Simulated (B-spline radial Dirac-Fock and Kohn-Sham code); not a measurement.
Dipole and non-dipole photoemission parameters of Ca 3s

System: neutral calcium, [Ar] 4s2; threshold 52.36 eV (orbital energy of the model). Method: Dirac-Hartree-Slater photoionisation with a Latter tail; cross sections with all multipoles, angular parameters from the dipole term and its interference with E2. Computed with an atomic code on a B-spline grid.

For linearly polarised light dσ/dΩ = σ/(4π) [1 + β P₂(cos θ) + (δ + γ cos²θ) sin θ cos φ], with θ from the polarisation vector and φ the angle between the beam and the projection of the electron momentum on the plane normal to the polarisation.

```tsv
hν (eV)	σ (kb)	β	γ
66.3	442	1.999	0.057
80	429	1.999	0.150
94.2	?	?	?
150	247	2.000	0.170
221	146	2.000	0.089
300	91.7	2.000	0.023
375	63.6	2.000	-0.016
471	43.0	2.000	-0.039
611	27.0	2.000	-0.042
613	26.8	2.000	-0.042
622	26.1	2.000	-0.041
711	20.4	2.000	-0.031
800	16.3	2.000	-0.015
1000	10.6	2.000	0.032
1610	4.06	2.000	0.213
3030	1.01	2.000	0.615
3600	0.678	2.000	0.756
3680	0.643	2.000	0.775
3740	0.619	2.000	0.790
4000	0.528	2.000	0.849
4040	0.515	2.000	0.858
5270	0.269	2.000	1.115
5414.7	0.252	2.000	1.143
7840	0.0980	2.000	1.558
12000	0.0316	1.999	2.129
13500	0.0228	1.999	2.307
14000	0.0207	1.999	2.364
```

Q: Give the values at 94.2 eV.

A: σ = 394 kb, β = 1.999, γ = 0.189. For an s subshell δ is negligible.
